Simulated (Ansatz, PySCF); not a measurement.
Dimer: NH3 (SMILES N) (first 4 atoms) with Si2H6 (SMILES [SiH3][SiH3]); geometry from B3LYP-D3(BJ)/def2-TZVP.
(charge 0, multiplicity 1):
```xyz
12

N     -0.412     0.189     0.961
H     -0.360    -0.694     0.467
H     -1.362     0.534     0.875
H      0.198     0.844     0.486
Si     0.219    -1.189     3.716
Si     0.336     1.145     3.872
H      0.507    -1.819     5.034
H      1.214    -1.716     2.753
H     -1.135    -1.634     3.306
H      0.670     1.569     5.260
H     -0.962     1.773     3.524
H      1.388     1.692     2.983
```

Counterpoise-corrected where a basis set is named; no monomer relaxation.

Frozen-core correlation. Rows in 6-31G* carry no dispersion term and start afresh at each structure (6-31G* with six Cartesian d functions).

Codes used: Ansatz (an electronic-structure program) with Gaussian orbitals; PySCF for 6-31G* rows, the dispersion terms. Each number belongs to the level named beside it.

Task: Predict the interaction energy from MP2/aug-cc-pV(D+d)Z.

Result: -3.8 kcal/mol

Task: What is the computed interaction energy (B3LYP/6-31G*)?

Result: -2.2 kcal/mol

Task: What interaction energy does PBE0-D4/def2-TZVPPD give?

Result: -4.6 kcal/mol
